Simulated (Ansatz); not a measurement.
Isolated molecules relaxed with PBE0-D4/def2-TZVP in Ansatz; ΔE leaves out vibrations. CCSD(T)/CBS adds triple-zeta CCSD(T) − MP2 to the extrapolated MP2 energy (def2 sets, frozen cores). DFT in def2-TZVPP. B3LYP here is the variant with VWN-RPA as its local correlation; programs differ in this. Elements past krypton have def2 core potentials. For Te outer-core shells are correlated without core-valence functions, which leaves a few kJ/mol of doubt a bond. Each species was taken in one conformer, which may not be the lowest.

Reaction (ligand exchange at the Al–O bond): `[OH][Al]([F])[O][SiH3]` + H₂Te → `[OH][Al]([F])[TeH]` + silanol

`[OH][Al]([F])[O][SiH3]`:

Z-matrix (Å, degrees):
```
Si
O 1 1.627
H 1 1.486 2 110.0
H 1 1.486 2 109.4 3 119.7
H 1 1.486 2 110.3 3 -120.5
Al 2 1.669 1 167.2 3 71.7
F 6 1.638 2 119.8 1 -1.3
O 6 1.679 2 123.0 1 178.7
H 8 0.955 6 123.0 2 -0.0
```

H₂Te:

Cartesian coordinates in Å:
```
Te -0.562 -0.237 -0.482
H 1.011 -0.681 -0.217
H -0.448 0.919 0.698
```

`[OH][Al]([F])[TeH]`:

Cartesian coordinates in Å:
```
O -0.964 1.275 0.094
Al -0.472 -0.267 0.549
F -1.337 -1.034 1.714
Te 1.485 -1.530 -0.392
H -0.532 1.810 -0.569
H 1.819 -0.253 -1.396
```

`O[SiH3]`:

```xyz
6

O     0.142   -1.222   -0.359
Si    0.064    0.389   -0.024
H    -0.363   -1.819    0.193
H    -1.327    0.908   -0.136
H     0.931    1.054   -1.024
H     0.554    0.689    1.350
```

| level | ΔE (kJ/mol) | difference from CCSD(T)/CBS |
| --- | --- | --- |
| revPBE-D4 | 29.6 | -10.3 |
| BLYP-D4 | 46.3 | 6.4 |
| r2SCAN-D4 | 40.7 | 0.8 |
| PBE0-D4 | 31.4 | -8.5 |
| B3LYP-D4 | 47.5 | 7.6 |
| r2SCANh-D4 | 40.7 | 0.8 |
| r2SCAN0-D4 | 40.7 | 0.8 |
| CAM-B3LYP-D4 | 53.2 | 13.3 |
| ωB97X-V | 43.5 | 3.6 |
| ωB97M-V | 43.5 | 3.6 |
| B2PLYP | 47.1 | 7.2 |
| r2SCAN0 | 40.5 | 0.6 |
| LC-ωPBE | 40.8 | 0.9 |
| CCSD/def2-TZVPP | 50.3 | 10.4 |
| CCSD(T)/def2-TZVPP | 46.9 | 7.0 |
| CCSD/CBS(def2) | 43.3 | 3.4 |
| CCSD(T)/CBS | 39.9 | 0 |

Largest T1 diagnostic among the species: 0.012.

Leaving LDA and LC-ωPBE aside and taking each functional with its dispersion term where it has one, the values, not all of them listed here, spread over 25.3 kJ/mol, from PBE-D4 to CAM-B3LYP-D4. LDA lies +3.2 kJ/mol from PBE without D4. At CCSD(T), def2-SVP lies +15.7 kJ/mol from the extrapolated value and def2-TZVPP +7.0 kJ/mol.
